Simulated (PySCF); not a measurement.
A structure optimised at PBE-D3(BJ)/def2-SVP, used in a PySCF frequency run:

```xyz
11

N      1.9292    -0.0011     0.8115
Ge     0.4171    -0.2078    -0.2325
C     -1.3208    -0.7136     0.6111
N     -2.0028     0.2959     0.1817
C     -1.0570     1.1726    -0.5343
H      2.7963     0.1701     0.2915
H      1.8537     0.6817     1.5724
H      0.9052    -1.0320    -1.4653
H     -1.7918    -1.5217     1.2073
H     -0.9386     2.1431    -0.0076
H     -1.3892     1.3896    -1.5718
```

Question: Write its SMILES and formula.

Answer: [NH2][Ge@H]1[CH]=N[CH2]1, C2H6GeN2

Question: What are its rotational constants (standard atomic weights)?

Answer: 7.8572, 2.5283, 2.3183 GHz
